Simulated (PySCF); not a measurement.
H4PSi, SMILES [SiH3][PH], multiplicity 2. Atoms are numbered in the order given.

```xyz
6

Si     0.0006    -1.0497     0.0000
P     -0.0939     1.2077     0.0000
H      0.7222    -1.5500     1.2144
H     -1.3869    -1.6046     0.0000
H      0.7222    -1.5500    -1.2144
H      1.3418     1.2848     0.0000
```
Charge 0, spin multiplicity 2.

Geometry: PBE-D3(BJ)/def2-TZVP. The isomer is the one that the SMILES or the coordinates give; other isomers of the formula were not compared.

Level of theory: PBE0/pcH-1 (PySCF).

Unrestricted Kohn–Sham, ⟨S²⟩ = 0.755. Hyperfine tensors hold the contact and dipolar terms, without spin-orbit corrections.

**Question.** Estimate the hyperfine couplings. (An estimate is asked for; the answer gives what the named calculation found.)

**Answer.** 
```tsv
nucleus	A(iso) (MHz)	A(iso) (G)	dipolar principal values (MHz)
29Si no. 1	37.6	13.4	-2.6, -0.2, 2.8
31P no. 2	68.2	24.3	-313.6, -292.6, 606.2
1H no. 3	50.0	17.8	-2.4, -1.2, 3.6
1H no. 4	-2.6	-0.9	-2.2, -1.7, 3.9
1H no. 5	50.0	17.8	-2.4, -1.2, 3.6
1H no. 6	-43.4	-15.5	-16.7, 2.1, 14.6
```

**Question.** And the g tensor (effective nuclear charges for spin-orbit coupling, GIAO)? (An estimate is asked for; the answer gives what the named calculation found.)

**Answer.** principal values 2.0023, 2.0095, 2.0220; isotropic 2.0113.
